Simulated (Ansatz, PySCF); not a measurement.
This PySCF input computes a BLYP/def2-TZVPD energy:

```python
from pyscf import gto, scf, dft

mol = gto.M(
    atom='''
    Si    0.04853641    0.11906320   -0.14091249
    C     1.79537568   -0.43771188   -0.29877667
    N    -0.57177155   -0.97933093    1.33898419
    N    -0.95455043   -0.32217123   -1.41511022
    N    -0.29939772    1.65937108    0.45326030
    H     2.28130421    0.10946922   -1.10888815
    H     2.36513226   -0.24011475    0.61219378
    H     1.87274642   -1.50425651   -0.52106471
    H    -0.04841080   -0.83465163    2.20335326
    H    -0.53025526   -1.97499614    1.11861422
    H    -1.86523302    0.07267283   -1.59167555
    H    -0.62512837   -0.87006941   -2.19446698
    H     0.24247235    2.12323533    1.16642458
    H    -0.81796583    2.32505079   -0.09967723
    H    -1.54638791   -0.75203582    1.54068154
    ''',
    basis='def2-tzvpd',
    charge=1,
    spin=0,
    verbose=4,
)

mf = dft.RKS(mol, xc='blyp').density_fit(auxbasis='def2-universal-jkfit')
mf.grids.level = 3
mf.conv_tol = 1e-9
mf.max_cycle = 100
mf.max_memory = 1500
mf.kernel()
if not mf.converged:
    mf = mf.newton()
    mf.kernel(mf.make_rdm1())
mf.analyze()
```

Task: Write an input for the same energy in Ansatz (an electronic-structure program) and say what it gives.

Result: 
Ansatz 0.2 input:
```yaml
crystal:
  periodic: [false, false, false]
  atoms:
    - {symbol: Si, position_ang: [0.04853641, 0.11906320, -0.14091249]}
    - {symbol: C, position_ang: [1.79537568, -0.43771188, -0.29877667]}
    - {symbol: N, position_ang: [-0.57177155, -0.97933093, 1.33898419]}
    - {symbol: N, position_ang: [-0.95455043, -0.32217123, -1.41511022]}
    - {symbol: N, position_ang: [-0.29939772, 1.65937108, 0.45326030]}
    - {symbol: H, position_ang: [2.28130421, 0.10946922, -1.10888815]}
    - {symbol: H, position_ang: [2.36513226, -0.24011475, 0.61219378]}
    - {symbol: H, position_ang: [1.87274642, -1.50425651, -0.52106471]}
    - {symbol: H, position_ang: [-0.04841080, -0.83465163, 2.20335326]}
    - {symbol: H, position_ang: [-0.53025526, -1.97499614, 1.11861422]}
    - {symbol: H, position_ang: [-1.86523302, 0.07267283, -1.59167555]}
    - {symbol: H, position_ang: [-0.62512837, -0.87006941, -2.19446698]}
    - {symbol: H, position_ang: [0.24247235, 2.12323533, 1.16642458]}
    - {symbol: H, position_ang: [-0.81796583, 2.32505079, -0.09967723]}
    - {symbol: H, position_ang: [-1.54638791, -0.75203582, 1.54068154]}
basis:
  gaussian:
    orbitals: def2-TZVPD
hamiltonian:
  xc: {name: BLYP}
total_charge: 1
output: {forces: true}
```
It gives -497.76730 Eh, and PySCF -497.76749 Eh, a difference of 0.19 mEh, from the treatment of integrals and grids.

It need not be the lowest isomer of its formula.
